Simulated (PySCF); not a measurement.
## Zr: interval between two levels

Zr [Kr] 4d2 5s2 [3F4, M_J = 4] → Zr [Kr] 4d3 5s1 [5F5, M_J = 5], as a difference of total energies. Computed with PySCF 2.14 in x2c-SVPall-2c with one added diffuse shell each of s, p, d type (7s9p7d1f, 76 functions), with the two-component X2C-1e Hamiltonian. Correlated levels: [Ar] 3d10 frozen; the 6 highest virtual spinors dropped. "Screened" scales the spin-orbit matrix elements by Boettger's factors to mimic the two-electron term; Breit and QED terms are absent.

| method | interval between two levels (cm⁻¹) |
| --- | --- |
| GHF (spin-free) | -123.52 |
| GMP2 (spin-free) | 3725.9 |
| GHF (screened spin-orbit) | -225.97 |
| GMP2 (screened spin-orbit) | 3592.3 |

The spin-free rows relax to the high-spin LS determinant and lack the spin-orbit shift.

Errors of the correlated levels include the incompleteness of this basis and the frozen core.

The labels give the starting determinants; with spin-orbit coupling the two ends relaxed to ⟨J²⟩ = 20.39, ⟨L²⟩ = 12.17, ⟨S²⟩ = 2.10 and ⟨J²⟩ = 30.01, ⟨L²⟩ = 12.03, ⟨S²⟩ = 6.01.

The determinant of the lower state mixes levels of different J (the jj label is only the starting occupation), so the difference between spin-free and spin-orbit rows is not the physical spin-orbit shift.

For comparison: 4648.1 cm⁻¹ (measured; NIST Handbook of Basic Atomic Spectroscopic Data (Sansonetti and Martin, J. Phys. Chem. Ref. Data 34, 1559 (2005))).
